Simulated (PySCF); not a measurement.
Ge(Vi)(OMe)(NH2)2, SMILES C=[CH][Ge]([NH2])([NH2])[O]C (C3H10GeN2O), GFN2-xTB optimised geometry.

```
17

C     -2.74    -1.56    -2.06
C     -1.65    -1.96    -1.43
Ge    -0.78    -0.91     0.00
N     -1.50     0.78     0.00
N      1.05    -0.91     0.00
O     -1.09    -1.56     1.63
C     -2.36    -1.57     2.24
H     -3.22    -2.16    -2.82
H     -3.20    -0.61    -1.84
H     -1.21    -2.92    -1.66
H     -1.38     1.29    -0.86
H     -1.14     1.36     0.75
H      1.43    -1.32     0.84
H      1.50    -1.36    -0.79
H     -2.97    -2.39     1.86
H     -2.89    -0.63     2.08
H     -2.20    -1.72     3.31
```

Density from B3LYP/def2-SVP (PySCF) at that geometry.

Minimum of the electron density along straight lines between bonded atoms, close to the bond critical point (lines longer than 1.1 times the sum of covalent radii, or with two minima, are not listed):

```
bond    length / Å  ρ at the minimum / e bohr⁻³  ∇²ρ there / e bohr⁻⁵  position (fraction from the first atom)
------  ----------  ---------------------------  --------------------  ---------------------------------------
C1–C2        1.320                        0.348                 -0.95                                     0.50
C2–Ge3       1.975                        0.126                  0.04                                     0.53
Ge3–N4       1.835                        0.140                  0.40                                     0.47
Ge3–N5       1.833                        0.141                  0.40                                     0.47
Ge3–O6       1.779                        0.136                  0.66                                     0.47
O6–C7        1.408                        0.256                 -0.42                                     0.66
C1–H8        1.081                        0.283                 -1.08                                     0.63
C1–H9        1.078                        0.286                 -1.11                                     0.64
C2–H10       1.083                        0.279                 -1.04                                     0.63
N4–H11       1.010                        0.331                 -1.50                                     0.76
N4–H12       1.012                        0.330                 -1.50                                     0.76
N5–H13       1.011                        0.329                 -1.51                                     0.77
N5–H14       1.010                        0.331                 -1.50                                     0.76
C7–H15       1.093                        0.281                 -1.06                                     0.63
C7–H16       1.092                        0.283                 -1.08                                     0.63
C7–H17       1.092                        0.282                 -1.07                                     0.63
```
